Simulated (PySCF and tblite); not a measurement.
Values are calculated unless marked as measured or tabulated.
C3H7BrO, numbered as in [CH3:1][O:2][CH2:3][CH2:4][Br:5].

Free energies: PBE0-D3(BJ)/def2-TZVP on PBE0-D3(BJ)/def2-SVP structures plus GFN2-xTB thermal terms, symmetry and mirror images included. Conformers within 4 kcal/mol (GFN2-xTB free energy) were kept, 7 at most. Couplings: B3LYP/pcSseg-1 with pcJ-1 on H (gas phase; spin-dipole term only for pairs with B, N, F, Si or P). Couplings are for ¹H; a prime marks the second kind of pair between the same two sets of atoms. Run with PySCF (density fitting) and tblite.

Torsions listed: C1–O2–C3–C4, O2–C3–C4–Br5. Of a mirror pair one member is shown.

```json
{"conformer": "1", "shape": "179°, 180°", "weight %": "41.2"}
{"conformer": "2", "shape": "174°, -67°", "weight %": "35.8"}
{"conformer": "3", "shape": "80°, 178°", "weight %": "14.3"}
{"conformer": "4", "shape": "62°, 55°", "weight %": "6.8"}
{"conformer": "5", "shape": "86°, -79°", "weight %": "2.0"}
```

**Question.** Give the couplings in each conformer and the averages at 298.15 K (pairs that fast motion interchanges averaged).

**Answer.** 
```csv
coupling,pairs,1,2,3,5,average (Hz)
"²J(H1,H1)",3,-11.4,-11.3,-11.6,-11.3,-11.4
"²J(H3,H3)",1,-8.9,-11.7,-13.2,-15.8,-10.8
"³J(H3,H4)",2,6.2,8.2,6.1,8.2,7.0
"³J(H3,H4′)",2,14.0,2.7,14.4,1.5,9.4
"²J(H4,H4)",1,-10.4,-11.9,-9.9,-12.5,-10.9
```

Spin–orbit effects of the heavy atoms on shieldings are missing.
